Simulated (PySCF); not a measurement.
PySCF input (BP86/def2-SVP):

```python
from pyscf import gto, dft

mol = gto.M(
    atom='''
    Li   -0.00000000   -0.00000000   -0.42399700
    H     0.00000000    0.00000000    1.27199000
    ''',
    basis='def2-svp',
    charge=-1,
    spin=1,
    symmetry='C2v',
    verbose=4,
)

mf = dft.UKS(mol, xc='bp86')
mf.grids.level = 3
mf.conv_tol = 1e-9
mf.max_cycle = 100
mf.max_memory = 1500
mf.kernel()
if not mf.converged:
    mf = mf.newton()
    mf.kernel(mf.make_rdm1())
mf.dip_moment()
```

From the output:

```
XC functionals = bp86
    A. D. Becke,  Phys. Rev. A 38, 3098 (1988)
    J. P. Perdew,  Phys. Rev. B 33, 8822 (1986)
    J. P. Perdew,  Phys. Rev. B 34, 7406–7406 (1986)
radial grids:
    Treutler-Ahlrichs [JCP 102, 346 (1995); DOI:10.1063/1.469408] (M4) radial grids

becke partition: Becke, JCP 88, 2547 (1988); DOI:10.1063/1.454033
pruning grids: <function nwchem_prune>
grids dens level: 3
symmetrized grids: C2v
atomic radii adjust function: <function treutler_atomic_radii_adjust>
small_rho_cutoff = 0
Freeze 0 electrons in irreps []
    5 free electrons in irreps A1 B1 B2
Set gradient conv threshold to 3.16228e-05
tot grids = 23536
init E= -7.94412392512931
alpha HOMO (A1) = -0.0828165031034929  LUMO (B2) = -0.0263351474930711
beta  HOMO (A1) = -0.279464098180406  LUMO (A1) = -0.0828165031034929

WARN: HOMO -0.0828165031034929 >= LUMO -0.0828165031034929

WARN: alpha-A1 HOMO -0.0828165031034929 > system LUMO -0.0828165031034929

WARN: beta-A1 LUMO -0.0828165031034929 < system HOMO -0.0828165031034929

cycle= 1 E= -8.02476434362686  delta_E= -0.0806  |g|= 0.157  |ddm|= 0.728
alpha HOMO (A1) = 0.130102715915906  LUMO (A1) = 0.174793429473106
beta  HOMO (A1) = 0.0870948639713587  LUMO (A1) = 0.148531396548407
  HOMO = 0.130102715916  LUMO = 0.148531396548  gap/eV = 0.50147
cycle= 2 E= -7.98529192191497  delta_E= 0.0395  |g|= 0.191  |ddm|=  1.4
alpha HOMO (A1) = 0.0767673018838722  LUMO (A1) = 0.157482354466303
beta  HOMO (A1) = -0.00115072406459915  LUMO (A1) = 0.103029834988139
  HOMO = 0.0767673018839  LUMO = 0.103029834988  gap/eV = 0.71464
cycle= 3 E= -8.06404027701086  delta_E= -0.0787  |g|= 0.0331  |ddm|= 0.91
alpha HOMO (A1) = 0.0640288334678762  LUMO (A1) = 0.144873160763997
beta  HOMO (A1) = 0.00474736392891217  LUMO (A1) = 0.0956981645320831
  HOMO = 0.0640288334679  LUMO = 0.0956981645321  gap/eV = 0.86177
cycle= 4 E= -8.06596881295254  delta_E= -0.00193  |g|= 0.0059  |ddm|= 0.173
alpha HOMO (A1) = 0.0682170594714169  LUMO (A1) = 0.148851358022185
beta  HOMO (A1) = 0.00856574640390972  LUMO (A1) = 0.0994367694159397
  HOMO = 0.0682170594714  LUMO = 0.0994367694159  gap/eV = 0.84953
cycle= 5 E= -8.06603212591402  delta_E= -6.33e-05  |g|= 0.00109  |ddm|= 0.0636
alpha HOMO (A1) = 0.0684639511944225  LUMO (A1) = 0.149078585415364
beta  HOMO (A1) = 0.00891442664213882  LUMO (A1) = 0.0996815290031901
  HOMO = 0.0684639511944  LUMO = 0.0996815290032  gap/eV = 0.84947
cycle= 6 E= -8.06603397612717  delta_E= -1.85e-06  |g|= 0.000213  |ddm|= 0.00434
alpha HOMO (A1) = 0.0685464174062169  LUMO (A1) = 0.149151086529917
beta  HOMO (A1) = 0.00903320777240868  LUMO (A1) = 0.0997560389842675
  HOMO = 0.0685464174062  LUMO = 0.0997560389843  gap/eV = 0.84926
cycle= 7 E= -8.06603404383508  delta_E= -6.77e-08  |g|= 2.53e-05  |ddm|= 0.000891
alpha HOMO (A1) = 0.0685510608766609  LUMO (A1) = 0.149152618053063
beta  HOMO (A1) = 0.00904567406217649  LUMO (A1) = 0.0997606591828979
  HOMO = 0.0685510608767  LUMO = 0.0997606591829  gap/eV = 0.84926
cycle= 8 E= -8.06603404495771  delta_E= -1.12e-09  |g|= 2.93e-06  |ddm|= 8.45e-05
alpha HOMO (A1) = 0.0685513143336201  LUMO (A1) = 0.149152646330854
beta  HOMO (A1) = 0.00904654968115404  LUMO (A1) = 0.0997610504859183
  HOMO = 0.0685513143336  LUMO = 0.0997610504859  gap/eV = 0.84926
cycle= 9 E= -8.06603404497568  delta_E= -1.8e-11  |g|= 2.71e-07  |ddm|= 1.78e-05
alpha HOMO (A1) = 0.0685516083029816  LUMO (A1) = 0.149152889119278
beta  HOMO (A1) = 0.0090468254801348  LUMO (A1) = 0.099761301850267
  HOMO = 0.068551608303  LUMO = 0.0997613018503  gap/eV = 0.84926
Extra cycle  E= -8.06603404497584  delta_E= -1.58e-13  |g|= 9.83e-08  |ddm|= 3.64e-06
converged SCF energy = -8.06603404497584  <S^2> = 0.7514736  2S+1 = 2.0014731

WARN: System has nonzero charge -1; the dipole moment is origin-dependent.
Location of origin: [0. 0. 0.]

Dipole moment(X, Y, Z, Debye):  0.00000,  0.00000, -0.26594
```

The dipole moment of an ion depends on the origin.

The geometry given is a B3LYP-D3(BJ)/def2-TZVP minimum.
